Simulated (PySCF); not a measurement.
Computed structure and properties of PbH2

System: PbH2 (singlet); start: template (C2v). Method: PySCF 2.14.0, RKS PBE, Pb def2-SVP with ECP60, H def2-SVP; non-relativistic Hamiltonian with scalar-relativistic core potentials where named; density fitting; no spin-orbit coupling.

Input of the relaxation:

```python
mol = gto.M(atom='''
Pb     0.00000     0.00000    -0.00851
H      1.98070    -0.00000     0.87789
H     -1.98070     0.00000     0.87789''',
    basis={'Pb': 'def2-SVP', 'H': 'def2-SVP'},
    ecp={'Pb': 'def2-SVP'},
    charge=0, spin=0)
mf = dft.RKS(mol, xc='PBE')
mf.grids.atom_grid = (50, 194)
mf = mf.density_fit()  # fitting sets: Pb def2-universal-JKFIT, H def2-universal-JKFIT
mf.conv_tol = 1e-08; mf.max_cycle = 55
mf.kernel(dm0)  # dm0: converged density of the start geometry
# quasi-Newton relaxation in Cartesian coordinates to a largest gradient under 0.00045 Eh/bohr, steps kept in the point group
```

Run from Python with OMP_NUM_THREADS=2; the lines above give its settings. Where DIIS fails, smearing, a level shift and second-order steps follow.
It took 2.4 s on 2 threads of Arm Neoverse V1, on a shared host, from the converged density of the start.

Course of the relaxation:

```json
{"step": "0", "energy above end (eV)": "1.1229", "largest force component within the symmetry (eV/Å)": "1.359"}
{"step": "1", "energy above end (eV)": "0.6295", "largest force component within the symmetry (eV/Å)": "1.318"}
{"step": "2", "energy above end (eV)": "0.1486", "largest force component within the symmetry (eV/Å)": "0.734"}
{"step": "3", "energy above end (eV)": "0.0149", "largest force component within the symmetry (eV/Å)": "0.560"}
{"step": "4", "energy above end (eV)": "0.0022", "largest force component within the symmetry (eV/Å)": "0.208"}
{"step": "5", "energy above end (eV)": "0.0000", "largest force component within the symmetry (eV/Å)": "0.005"}
```

Relaxed geometry (C2v):

```xyz
3

Pb    0.0000    0.0000   -0.3056
H     1.3229    0.0000    1.0264
H    -1.3229    0.0000    1.0264
```

```
   contact      Å
Pb1–H2 (H)  1.877
Pb1–H3 (H)  1.877
```

On the finer grid (75, 302):

| Property | Result |
| --- | --- |
| HOMO | -5.71 eV |
| LUMO | -3.60 eV |
| Dipole about the centre of mass | 1.42 D |
| Set of Mulliken populations of Pb1 outside the core potential | s 3.92, p 7.79, d 10.03 |
| D3(BJ) dispersion energy (not in the energies) | -0.026 eV |

```
atom  Mulliken (e)  Löwdin (e)  spin (e)
 Pb1          0.26        0.24      0.00
  H2         -0.13       -0.12      0.00
  H3         -0.13       -0.12      0.00
```

On the grid (50, 194), as all that follows. Harmonic modes: a minimum; lowest 702 cm⁻¹ (negative: unstable), highest 1552 cm⁻¹, zero-point energy 0.235 eV.

Taking off one H (charge -1, singlet; the rest: singlet) in vacuum, both parts rigid, costs 10.09 eV; the small basis without counterpoise inflates it. Most of it is the attraction of opposite charges; other ways to part are cheaper, and one spin state was tried for the rest.

Rigid scan of H along the line from its metal:

| distance to H2 (Å) | energy (eV) |
| --- | --- |
| 1.58 | 0.592 |
| 1.68 | 0.228 |
| 1.78 | 0.050 |
| 1.88 | 0.000 |
| 1.98 | 0.040 |
| 2.08 | 0.140 |
| 2.28 | 0.448 |
| 2.58 | 1.010 |
| 2.98 | 1.729 |
| 3.48 | 2.432 |

One start shape was tried, so this needn't be the lowest isomer.
